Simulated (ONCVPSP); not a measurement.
## Varying the ONCV potential for nitrogen (N)

Base potential:

| Item | Value |
| --- | --- |
| Element | nitrogen |
| Generator | ONCVPSP 4.0.1 |
| Type | optimised norm-conserving Vanderbilt (ONCV) |
| Functional | LDA (Perdew-Zunger) |
| Relativity | scalar-relativistic |
| Frozen core | [He] |
| Valence charge | 5 |
| Reference configuration | 2s2 2p2.75 (charge +0.25) |
| Partial waves | 2s: rc 1.00 bohr, ncon 4, nbas 9, qcut 5.1 1/bohr, 2 projectors, debl 2.1 Ha; 2p: rc 2.05 bohr, ncon 4, nbas 8, qcut 6.2 1/bohr, 2 projectors, debl 2.5 Ha; d scattering state at 0.1 Ha: rc 1.85 bohr, ncon 5, nbas 8, qcut 5.6 1/bohr, 2 projectors, debl 3.1 Ha |
| Local potential | polynomial inside 0.80 bohr (lpopt 4, dvloc0 4 Ha) |
| Core correction | Teter function fitted to the true core (icmod 2), fcfact 0.2 |

All-electron outer shells of the reference configuration (LDA (Perdew-Zunger), scalar-relativistic, ld1.x):

```csv
shell,level (eV),outermost node (bohr),outermost maximum (bohr)
1s,-385.23,–,0.15
2s,-21.57,0.32,1.02
2p,-10.29,–,0.96
```

Cutoffs, loose and tight: the cutoffs (Ha) at which the residual kinetic energy of the hardest occupied pseudo-wave falls to 1 and 0.1 mHa per electron. They do not see the model core or the augmentation charge, which bear on the density cutoff. Test errors are all-electron minus pseudo excitation energies from the reference, over the configurations 2s2 2p3; 2s2 2p2; 2s2 2p1; 2s1 2p3. A dash means not determined; rows that change the core or the reference have their own tests.

```tsv
change	outcome	cutoff, loose	cutoff, tight	bound ghosts	GHOST(+) flags above zero	largest test error (meV)
base	generated	139 Ha	234 Ha	none	none	+531
s: qcut 3.3; p: qcut 4.1; d: qcut 3.7	generated	203 Ha	243 Ha	none	none	+1004
s: qcut 3.8; p: qcut 4.6; d: qcut 4.2	generated	201 Ha	242 Ha	none	none	+849
s: qcut 4.6; p: qcut 5.6; d: qcut 5	generated	189 Ha	238 Ha	none	none	+623
s: qcut 5.2; p: qcut 6.4; d: qcut 5.7	generated	135 Ha	233 Ha	none	none	+503
s: qcut 5.8; p: qcut 7; d: qcut 6.3	generated	80 Ha	225 Ha	none	none	+433
s: qcut 6.1; p: qcut 7.4; d: qcut 6.7	generated	54 Ha	220 Ha	none	none	+395
s: qcut 6.9; p: qcut 8.4; d: qcut 7.6	generated	26 Ha	193 Ha	none	none	+313
s: qcut 7.3; p: qcut 8.9; d: qcut 8	generated	25 Ha	130 Ha	none	none	+283
```
